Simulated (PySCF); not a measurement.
## `C#C[SiH2][C@@H]1[Se]C[C@@H]1F`, C₅H₇FSeSi

Geometry:
```tsv
atom	x (Å)	y (Å)	z (Å)
C1	3.527	1.033	0.428
C2	2.542	0.352	0.534
Si3	1.015	-0.674	0.701
C4	-0.099	-0.116	-0.756
Se5	-0.705	1.781	-0.590
C6	-2.181	0.601	0.001
C7	-1.533	-0.611	-0.650
F8	-1.650	-1.755	0.117
H9	4.391	1.627	0.335
H10	0.347	-0.374	1.969
H11	1.309	-2.097	0.516
H12	0.364	-0.302	-1.725
H13	-3.165	0.879	-0.369
H14	-2.186	0.521	1.088
H15	-1.980	-0.855	-1.620
```

The calculation used TDDFT PBE0/aug-cc-pVDZ circular dichroism and optical rotation, one conformer, gas phase in PySCF. Geometry: GFN2-xTB.

The molecule is flexible and this is one conformer; a measurement averages over conformers. The calculation is non-relativistic, which matters for the atoms heavier than Zn.

Draw the ECD and absorption spectra from the lowest 8 states, each a Gaussian of half-width 0.3 eV at 1/e height.


| E (eV) | λ (nm) | Δε (L mol⁻¹ cm⁻¹) | ε (L mol⁻¹ cm⁻¹) |
| --- | --- | --- | --- |
| 3.36 | 369 | +0.17 | 3.69 |
| 3.51 | 353 | +0.69 | 15.2 |
| 3.66 | 339 | +1.74 | 38.1 |
| 3.81 | 325 | +2.63 | 57.8 |
| 3.96 | 313 | +2.42 | 53.1 |
| 4.11 | 302 | +1.35 | 29.7 |
| 4.26 | 291 | +0.45 | 10.5 |
| 4.41 | 281 | +0.04 | 7.03 |
| 4.56 | 272 | -0.35 | 37.1 |
| 4.71 | 263 | -1.63 | 175 |
| 4.86 | 255 | -4.40 | 560 |
| 5.01 | 247 | -6.95 | 1300 |
| 5.16 | 240 | -5.72 | 2280 |
| 5.31 | 233 | -1.20 | 2880 |
| 5.46 | 227 | +1.56 | 2490 |
| 5.61 | 221 | +0.21 | 1560 |
| 5.76 | 215 | -3.80 | 1040 |
| 5.91 | 210 | -8.24 | 1020 |

Δε uses R in velocity form, ε uses f in length form. Only the states computed contribute, so the short-wavelength end is incomplete.
